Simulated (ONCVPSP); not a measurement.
# Re: variants of one ONCV potential

Base potential:

rhenium, optimised norm-conserving Vanderbilt (ONCV), made with ONCVPSP 4.0.1 (PBE, scalar-relativistic). Core [Xe] 4f14, reference 5d5.5 6s1.5. Waves: 6s: rc 2.80 bohr, ncon 4, nbas 9, qcut 2.4 1/bohr, 1 projector; p scattering state at 0.37 Ha: rc 2.60 bohr, ncon 4, nbas 8, qcut 3.8 1/bohr, 2 projectors, debl 1.9 Ha; 5d: rc 2.30 bohr, ncon 5, nbas 10, qcut 6.7 1/bohr, 2 projectors, debl 1.4 Ha. Local part: polynomial inside 1.95 bohr (lpopt 5, dvloc0 2 Ha). Core correction: Teter function, fcfact 5.5, rcfact 1.3.

In the p channel the program set the typed energies aside and used 0.050, 1.950 Ha.

All-electron outer shells of the reference configuration (PBE, scalar-relativistic, ld1.x):

| shell | level (eV) | outermost node (bohr) | outermost maximum (bohr) |
| --- | --- | --- | --- |
| 4f | -41.15 | – | 0.41 |
| 6s | -5.61 | 1.24 | 2.57 |
| 5d | -4.65 | 0.62 | 1.43 |

Cutoffs, loose and tight: the cutoffs (Ha) at which the residual kinetic energy of the hardest occupied pseudo-wave falls to 1 and 0.1 mHa per electron. They do not see the model core or the augmentation charge, which bear on the density cutoff. Test errors are all-electron minus pseudo excitation energies from the reference, over the configurations 5d5 6s2; 5d5 6s1; 5d5 6s0; 5d6 6s1. A dash means not determined; rows that change the core or the reference have their own tests.

A true bound ghost makes a file unfit for plane-wave use even where its test errors are small: the radial tests pick states by their node count and pass the ghost by.

| change | outcome | cutoff, loose | cutoff, tight | bound ghosts | GHOST(+) flags above zero | largest test error (meV) |
| --- | --- | --- | --- | --- | --- | --- |
| base | generated, projector energies reset by the program | 15 Ha | 25 Ha | p | s | -44 |
| d: nproj 1 | generated, projector energies reset by the program | 15 Ha | 25 Ha | p | s | -47 |
| local potential polynomial inside 1.50 bohr (lpopt 5, dvloc0 0 Ha) | generated, projector energies reset by the program | 15 Ha | 25 Ha | s, p | p | -44 |
| p: ncon 5, nbas 9 | generated, projector energies reset by the program | 15 Ha | 25 Ha | p | s | -44 |
| s: qcut 2; p: qcut 3.1; d: qcut 5.4 | generated, projector energies reset by the program | 13 Ha | 28 Ha | s | p | -51 |

What comes out with this change to the base: core correction Teter function, fcfact 5.5, rcfact 1.68?

outcome: generated, projector energies reset by the program; cutoff, loose: 15 Ha; cutoff, tight: 25 Ha; bound ghosts: p; GHOST(+) flags above zero: s; largest test error (meV): -438.

What comes out with this change to the base: fully relativistic?

outcome: generated, projector energies reset by the program; cutoff, loose: 15 Ha; cutoff, tight: 25 Ha; bound ghosts: p3/2; GHOST(+) flags above zero: s, p1/2; largest test error (meV): -36.

What comes out with this change to the base: core correction Teter function, fcfact 6.7, rcfact 1.3?

outcome: generated, projector energies reset by the program; cutoff, loose: 15 Ha; cutoff, tight: 25 Ha; bound ghosts: p; GHOST(+) flags above zero: s; largest test error (meV): -63.
